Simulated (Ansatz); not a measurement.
Basis-set extrapolation for C₇H₆O₃ (`O=C(O)c1cccc(O)c1`) (PBE0-D4/def2-TZVP geometry, frozen core, Ansatz). Multiplicity 1, RHF reference.

|  | def2-TZVPP | def2-QZVPP |
| --- | --- | --- |
| HF | -493.381145 | -493.402076 |
| MP2 correlation | -1.787704 | -1.914469 |
| CCSD(T) correlation | -1.890870 | not run |

Energies in hartree. Use E(X) = E(∞) + A·exp(−7.88·√X) for Hartree–Fock and E(X) = E(∞) + B·X^(−2.97) for correlation, with X = 3 and 4, and add CCSD(T) minus MP2 of the smaller set to the MP2 limit.

What is the CCSD(T) energy at the basis-set limit?

HF limit: -493.402076 + (-0.020931) × 0.13774 = -493.40496. MP2 limit: -1.914469 + (-0.126765) × 0.74074 = -2.00837. Higher-order term: -1.890870 − (-1.787704) = -0.10317. Total: -495.51650 hartree, 641.9 kJ/mol below CCSD(T)/def2-TZVPP.
